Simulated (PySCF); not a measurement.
BaHO, SMILES [OH][Ba], multiplicity 2.

Geometry optimised at PBE-D3(BJ)/def2-TZVPD. The def2 effective core potentials stand for the cores of Ba; spin–orbit coupling is left out.

Computed with IEF-PCM-M06-2X/def2-TZVPD (PySCF).

The values are the electrostatic part of the solvation free energy, E(continuum) − E(gas) at the gas-phase geometry, in a cavity of scaled van der Waals radii (PySCF's table); cavitation and dispersion terms are not included. A continuum can't describe solvent molecules that bind to the metal. The dipole moment in vacuum is 1.32 D.

Computed values in water (ε = 78.36), dimethylsulfoxide (ε = 46.83), dichloromethane (ε = 8.93):
```
solvent                ε  ΔG(elec) (kcal/mol)  dipole (D)
-----------------  -----  -------------------  ----------
water              78.36                 -5.3        2.97
dimethylsulfoxide  46.83                 -5.3        2.91
dichloromethane     8.93                 -4.4        2.49
```
